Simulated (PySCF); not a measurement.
## Cost of excited-state runs on `C=C(SCC=O)[S@](C)=O`, C₅H₈O₂S₂

Geometry:
```csv
atom,x (Å),y (Å),z (Å)
C1,0.473,2.329,-1.080
C2,0.238,1.180,-0.468
S3,-0.873,-0.029,-1.122
C4,-1.885,-0.477,0.343
C5,-2.204,-1.935,0.309
O6,-3.287,-2.403,0.512
S7,1.315,0.787,0.983
C8,2.327,-0.416,0.026
O9,0.541,-0.019,1.932
H10,1.216,3.011,-0.702
H11,-0.056,2.622,-1.971
H12,-1.265,-0.288,1.225
H13,-2.784,0.139,0.359
H14,-1.327,-2.571,0.084
H15,2.979,-0.924,0.729
H16,2.907,0.139,-0.702
H17,1.676,-1.132,-0.465
```

PySCF with density fitting, on 1 thread of an Arm Neoverse V2, shared host. Command: `OMP_NUM_THREADS=1 python excited_run.py task.json out`

**Question.** How long does this run take, and how much memory?
- vibronic structure, LC-wPBE/def2-SV(P); full response

**Answer.** 
```csv
run,level,basis functions,wall time,peak memory (GiB)
vibronic structure,LC-wPBE/def2-SV(P),150,58 s,0.92
```
Times from a shared host are rough.
